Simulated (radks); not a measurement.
Q: Ce II, 57 electrons, occupied as [Xe] 4f1 5d2. All-electron calculation, Dirac Kohn-Sham, HCTH/407, spin-unpolarised, spherical densities, point nucleus; open shells are shared between the two j in proportion to 2j + 1. Program: a radial shooting solver on a logarithmic mesh with Libxc functionals. Some entries of the table are withheld. Estimate them.

orbital      occ.  eigenvalue (hartree)  <r> (bohr)
1s1/2           2             -1478.414     0.02458
2s1/2           2             -237.0376      0.1047
2p1/2           2             -223.9027         (1)
2p3/2           4             -207.4908         (2)
3s1/2           2             -51.22423      0.2782
3p1/2           2             -45.65116      0.2679
3p3/2           4             -42.41993      0.2800
3d3/2           4             -32.66581      0.2510
3d5/2           6             -31.97011      0.2548
4s1/2           2             -10.50594      0.6366
4p1/2           2              -8.43072      0.6550
4p3/2           4              -7.73495      0.6821
4d3/2           4              -4.32145      0.7362
4d5/2           6              -4.19902      0.7458
5s1/2           2              -1.64783       1.519
5p1/2           2              -1.08334         (3)
5p3/2           4              -0.98281         (4)
4f5/2    0.428571              -0.37778       1.083
4f7/2    0.571429              -0.36522       1.095
5d3/2         0.8              -0.27478       2.825
5d5/2         1.2              -0.26706       2.886

A: 
(1) 2p1/2 <r> (bohr): 0.08793
(2) 2p3/2 <r> (bohr): 0.09413
(3) 5p1/2 <r> (bohr): 1.705
(4) 5p3/2 <r> (bohr): 1.786
